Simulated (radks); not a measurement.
Q: Ca11+, 9 electrons, occupied as 2s2 2p5 3s2 (not the ground configuration). Method: Dirac Kohn-Sham, PBE, spin-unpolarised, spherical densities, finite nucleus; open shells are shared between the two j in proportion to 2j + 1; Fermi nuclear charge, rms radius 3.4776 fm; computed with a radial shooting solver on a logarithmic mesh with Libxc functionals.

Spin-orbit splittings of the eigenvalues, e(l+1/2) - e(l-1/2), with zeta = 2 splitting/(2l+1) and mean radii in bohr:

| shell | occ. | splitting (eV) | zeta (eV) | <r> j=l-1/2 | <r> j=l+1/2 |
|---|---|---|---|---|---|
| 2p | 5 | 5.556 | 3.704 | 0.2803 | 0.2825 |
| 3p | 0 | 1.096 | 0.7307 | 0.8262 | 0.8297 |
| 3d | 0 | 0.2133 | 0.08531 | 0.7654 | 0.7665 |
| 4f | 0 | ? | ? | 1.466 | 1.467 |

Estimate the 4f splitting.

A: 0.02362 eV (zeta = 0.006747 eV).
